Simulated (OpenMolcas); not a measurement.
## Ru2+: moving or changing the point charges

Ru2+ among 4 point charges of -1.5 e arranged as a tetrahedron (Td), 2.1 Å from the ion.

* Program: OpenMolcas
* Method: CASSCF
* Basis: ANO-RCC-VDZP [6s5p3d1f]
* Scalar Hamiltonian: DKH2, point nucleus
* Active space: 6 electrons in 5 orbitals (4d)
* State averaging: 2S+1 = 5 even, 5 roots; 2S+1 = 3 even, 45 roots; 2S+1 = 1 even, 50 roots
* Spin-orbit coupling: RASSI with atomic mean-field integrals over the reference wave functions

Runs around this geometry, states (labels of Td). Energies in cm-1 above the lowest state or level, χT in cm3 K/mol; 10Dq and B are least-squares fits to the states below 45000 cm-1, weighted by degeneracy, with a free offset, and given where the rms deviation is under 5 % of |10Dq| (or 100 cm-1) and under 700 cm-1; 10Dq is negative for this site.

```csv
R (Å),q (e),Ground state,First state of that spin,10Dq,B (rms of fit),First gap with spin-orbit (degeneracies),χT at 300 K,First state of another spin
2.1,-0.98,5E,5T2 2097,,,"85.3 (1, 3)",4.601,3T1 16224
1.93,-1.5,5E,5T2 3375,-3307,807 (153),"84.2 (1, 3)",4.076,3T1 14957
2.1,-1.5,5E,5T2 2680,-2556,822 (81),"86.4 (1, 3)",4.328,3T1 15707
2.26,-1.5,5E,5T2 2112,,,"85.6 (1, 3)",4.588,3T1 16163
```

Taking the first state of the same spin as R^-n, n = -ln(2112 / 3375) / ln(2.26 / 1.93) = 3.0 between the shortest and longest distance.

Scaling the charges by -0.98 / -1.5 = 0.65 scales the first state of the same spin by 2097 / 2680 = 0.78; with fixed orbitals a first-order splitting would follow the charge.

An orbital doublet at a regular site is open to a Jahn-Teller distortion, which this geometry leaves out. Without dynamic correlation the repulsion within the d shell is too large (B by tens of per cent), so at a given field states of lower spin stand too high. Point charges give a weaker field than real ligands, and real ions of this kind are as a rule low spin; the high spin found here belongs to the model. The ground term spreads over less than 5000 cm-1, several times less than with real ligands, so orbital moments are less quenched and χT lies further from the spin-only value than at real sites. Point charges carry no covalency, so the field is a model and not that of real ligands. No measured value stands beside these numbers.
